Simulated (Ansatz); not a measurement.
Relaxation of CH5BOSi (9 atoms, charge 0, multiplicity 1), to a largest force component of 0.015 eV/Å in at most 40 steps.

All numbers below come from RKS PBE0/6-31G* in Ansatz.

```xyz
9
Properties=species:S:1:pos:R:3:forces:R:3
C -0.347 0.567 -1.170 -0.11 -0.29 0.07
B -0.349 -0.619 -0.150 -0.30 0.65 -1.13
Si 0.617 -0.389 1.550 0.15 0.46 -0.06
O 0.730 -1.455 2.618 0.12 -1.07 1.07
H 0.678 0.831 -1.437 0.34 0.11 -0.05
H -0.736 1.472 -0.700 -0.09 0.30 0.17
H -0.901 0.402 -2.092 -0.11 -0.09 -0.13
H -0.925 -1.605 -0.430 -0.19 -0.57 0.12
H 1.268 0.916 1.775 0.18 0.50 -0.05
```

Where does it end, and by what steps?

The forces met the threshold. After 4 steps the energy has fallen by 0.093 eV; O4 moved furthest, 0.07 Å.

```
step  energy less start (eV)  largest force component (eV/Å)  accepted
   0                  0.0000                           1.134       yes
   1                 -0.0805                           0.480       yes
   2                 -0.0925                           0.046       yes
   3                 -0.0923                           0.062        no
   4                 -0.0928                           0.010       yes
```

```xyz
9
Properties=species:S:1:pos:R:3
C -0.358 0.583 -1.204
B -0.358 -0.596 -0.187
Si 0.630 -0.406 1.593
O 0.740 -1.503 2.665
H 0.679 0.840 -1.475
H -0.737 1.500 -0.724
H -0.923 0.408 -2.123
H -0.916 -1.635 -0.396
H 1.281 0.931 1.814
```

Whether the end is a true minimum wasn't checked by a vibrational analysis.

Run time: 14 s on 1 CPU thread of a shared host.
